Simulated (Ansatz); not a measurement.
N-butylpyridinium tetrafluoroborate, `CCCC[n+]1ccccc1.F[B-](F)(F)F`. Total charge 0; singlet. Geometry r2SCAN-D4/def2-SVP; atoms count from 1.

```
atom   x (Å)   y (Å)   z (Å)
  C1   0.685  -3.340  -2.675
  C2  -0.079  -2.081  -2.283
  C3   0.436  -1.453  -0.990
  C4  -0.350  -0.199  -0.631
  N5   0.132   0.407   0.627
  C6  -0.445   0.063   1.796
  C7   0.005   0.597   2.991
  C8   1.047   1.524   2.972
  C9   1.604   1.896   1.749
 C10   1.114   1.330   0.584
 H11   1.755  -3.126  -2.830
 H12   0.292  -3.773  -3.607
 H13   0.611  -4.112  -1.891
 H14  -0.019  -1.335  -3.096
 H15  -1.154  -2.313  -2.168
 H16   1.509  -1.204  -1.096
 H17   0.367  -2.186  -0.164
 H18  -0.284   0.587  -1.394
 H19  -1.422  -0.390  -0.489
 H20  -1.283  -0.632   1.731
 H21  -0.488   0.310   3.921
 H22   1.402   1.977   3.901
 H23   2.390   2.650   1.683
 H24   1.470   1.605  -0.409
 F25  -2.836   3.615   0.097
 B26  -1.881   2.667   0.355
 F27  -1.193   2.922   1.558
 F28  -2.468   1.371   0.457
 F29  -0.915   2.623  -0.697
```

(1) Estimate the Mulliken populations from the PBE0/def2-TZVP orbitals of Ansatz.

(2) And the Mayer bond orders between bonded heavy atoms (over 0.3)?

## Answers

(1) 
| atom | charge (e) |
| --- | --- |
| C1 | -0.36 |
| C2 | -0.19 |
| C3 | -0.19 |
| C4 | -0.30 |
| N5 | 0.18 |
| C6 | -0.02 |
| C7 | -0.08 |
| C8 | -0.09 |
| C9 | -0.08 |
| C10 | -0.02 |
| H11 | 0.12 |
| H12 | 0.14 |
| H13 | 0.12 |
| H14 | 0.12 |
| H15 | 0.11 |
| H16 | 0.11 |
| H17 | 0.11 |
| H18 | 0.19 |
| H19 | 0.19 |
| H20 | 0.17 |
| H21 | 0.15 |
| H22 | 0.15 |
| H23 | 0.15 |
| H24 | 0.17 |
| F25 | -0.35 |
| B26 | 0.65 |
| F27 | -0.38 |
| F28 | -0.40 |
| F29 | -0.40 |
Mulliken values and Mayer orders depend strongly on the basis.

(2) C1–C2 1.01 (1.52 Å); C2–C3 1.01 (1.53 Å); C3–C4 0.95 (1.52 Å); C4–N5 0.85 (1.48 Å); N5–C6 1.31 (1.35 Å); N5–C10 1.31 (1.35 Å); C6–C7 1.47 (1.38 Å); C7–C8 1.44 (1.39 Å); C8–C9 1.44 (1.39 Å); C9–C10 1.47 (1.38 Å); F25–B26 1.08 (1.37 Å); B26–F27 0.95 (1.41 Å); B26–F28 0.89 (1.43 Å); B26–F29 0.88 (1.43 Å).
